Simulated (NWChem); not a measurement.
TeCl$_{2}$; SMILES Cl[Te]Cl

```xyz
3

Te     0.0000     0.0000     0.5985
Cl    -1.8101     0.0000    -0.9154
Cl     1.8101     0.0000    -0.9154
```
Atoms are numbered in this order, from 1.

The geometry was optimised at PBE0/def2-SVP. Not confirmed as a minimum by frequencies. def2 effective core potentials on Te; no spin-orbit coupling.

Symmetry labels are those of C2v in the frame above (b1 and b2, or b-type labels, depend on it).

Problem. List the 4 lowest vertical singlet excitations from CAM-B3LYP/def2-SVPD with def2 effective core potentials on Te, TDA (NWChem).

Solution. 
```
state  energy (eV)  oscillator strength  symmetry  leading excitation (squared amplitude)
-----  -----------  -------------------  --------  --------------------------------------
S1            2.38                0.000        a2                    HOMO → LUMO+1 (0.99)
S2            2.40                0.000        b2                      HOMO → LUMO (0.99)
S3            5.13                0.002        b1                    HOMO−1 → LUMO (0.69)
S4            5.25                0.014        a1                  HOMO−1 → LUMO+1 (0.51)
```
